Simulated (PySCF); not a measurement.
Predicted microwave data (PBE0/pcSseg-1 in PySCF (dipole) on a GFN2-xTB geometry, gas phase) for one isomer of C2H12O2Si3:

```
Rotational constants : A = 1818, B = 945.9, C = 749.4 MHz
Dipole components    : |μa| = 0.96 D, |μb| = 0.95 D, |μc| = 0.33 D
Inertial defect      : -137.82 u·Å²
κ                    : -0.63
```

Question: Which candidate fits, each taken in the one conformer that was computed?
A. `[CH3:1][CH2:2][SiH:3]([O:4][SiH3:5])[O:6][SiH3:7]` with C1–C2–Si3–O4 -63°, C2–Si3–O4–Si5 111°, C2–Si3–O6–Si7 -106°
B. `[CH3:1][O:2][SiH2:3][O:4][CH2:5][SiH2:6][SiH3:7]` with C1–O2–Si3–O4 54°, O2–Si3–O4–C5 -179°, Si3–O4–C5–Si6 121°, O4–C5–Si6–Si7 -54°
C. `[CH3:1][CH2:2][O:3][Si@@H:4]([OH:5])[SiH2:6][SiH3:7]` with C1–C2–O3–Si4 -56°, C2–O3–Si4–O5 -164°, O3–Si4–O5–H -36°, O3–Si4–Si6–Si7 -161°
D. `[CH3:1][CH2:2][SiH2:3][O:4][SiH2:5][O:6][SiH3:7]` with C1–C2–Si3–O4 49°, C2–Si3–O4–Si5 23°, Si3–O4–Si5–O6 21°, O4–Si5–O6–Si7 -2°
E. `[CH3:1][O:2][CH2:3][O:4][SiH:5]([SiH3:6])[SiH3:7]` with C1–O2–C3–O4 -73°, O2–C3–O4–Si5 -62°, C3–O4–Si5–Si6 43°

Answer: E. It is COCO[SiH]([SiH3])[SiH3], an asymmetric top, point group C1. The candidates at the same level (rigid rotor, commonest isotopes):

```json
{"SMILES": "CC[SiH2]O[SiH2]O[SiH3]", "A (MHz)": "1713", "B (MHz)": "1013", "C (MHz)": "779.8", "μa (D)": "0.25", "μb (D)": "1.27", "μc (D)": "0.03", "Δ (u·Å²)": "-145.75", "point group": "C1", "rotor": "asymmetric top"}
{"SMILES": "CO[SiH2]OC[SiH2][SiH3]", "A (MHz)": "2008", "B (MHz)": "776.5", "C (MHz)": "650.2", "μa (D)": "1.25", "μb (D)": "0.06", "μc (D)": "0.04", "Δ (u·Å²)": "-125.20", "point group": "C1", "rotor": "asymmetric top"}
{"SMILES": "CCO[Si@@H](O)[SiH2][SiH3]", "A (MHz)": "2515", "B (MHz)": "691.8", "C (MHz)": "588.7", "μa (D)": "1.90", "μb (D)": "0.41", "μc (D)": "0.10", "Δ (u·Å²)": "-72.96", "point group": "C1", "rotor": "asymmetric top"}
{"SMILES": "COCO[SiH]([SiH3])[SiH3]", "A (MHz)": "1818", "B (MHz)": "945.9", "C (MHz)": "749.4", "μa (D)": "0.96", "μb (D)": "0.95", "μc (D)": "0.33", "Δ (u·Å²)": "-137.82", "point group": "C1", "rotor": "asymmetric top"}
{"SMILES": "CC[SiH](O[SiH3])O[SiH3]", "A (MHz)": "1326", "B (MHz)": "1221", "C (MHz)": "811.1", "μa (D)": "0.00", "μb (D)": "0.11", "μc (D)": "0.87", "Δ (u·Å²)": "-171.96", "point group": "near Cs", "rotor": "asymmetric top"}
```

`CC[SiH2]O[SiH2]O[SiH3]` has B 7 % too high; `CCO[Si@@H](O)[SiH2][SiH3]` has A 38 % too high; `CO[SiH2]OC[SiH2][SiH3]` has B 18 % too low; `CC[SiH](O[SiH3])O[SiH3]` has B 29 % too high. No structure here is proved a minimum.
